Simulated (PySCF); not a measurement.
Ga(Me)(NH2) (CH5GaN), SMILES [NH2][Ga][CH3], multiplicity 2.

The structure is a stationary point at PBE0-D3(BJ)/def2-SVP. The spin state was assumed, not searched. The isomer is the one that the SMILES or the coordinates give; other isomers of the formula were not compared. Other conformers were not sampled.

These are TDA-PBE0/def2-SVPD (PySCF) values and carry that method's errors.

Vertical excitations. The molecule is in vacuum.

| state | energy (eV) | λ (nm) | f | main pairs |
|---|---|---|---|---|
| root 1 | 3.12 | 398 | 0.034 | α HOMO→LUMO 90 %, β HOMO→LUMO 9 % |
| root 2 | 3.59 | 345 | 0.017 | α HOMO→LUMO 9 %, β HOMO→LUMO 90 % |
| root 3 | 4.55 | 272 | 0.014 | α HOMO→LUMO+1 74 %, β HOMO−1→LUMO 20 % |
| root 4 | 4.82 | 257 | 0.002 | α HOMO−1→LUMO 63 %, β HOMO→LUMO+1 30 % |
| root 5 | 4.83 | 257 | 0.007 | α HOMO→LUMO+2 19 %, α HOMO→LUMO+1 18 %, β HOMO−1→LUMO 60 % |
| root 6 | 5.10 | 243 | 0.186 | α HOMO→LUMO+2 77 %, β HOMO−1→LUMO 14 % |
| root 7 | 5.62 | 220 | 0.182 | α HOMO→LUMO+3 92 % |
| root 8 | 6.08 | 204 | 0.006 | α HOMO−1→LUMO+1 62 %, β HOMO→LUMO+2 21 % |
| root 9 | 6.19 | 200 | 0.025 | α HOMO→LUMO+4 95 % |
| root 10 | 6.32 | 196 | 0.156 | α HOMO−1→LUMO 28 %, β HOMO→LUMO+1 60 % |
Unrestricted roots are not spin-pure.
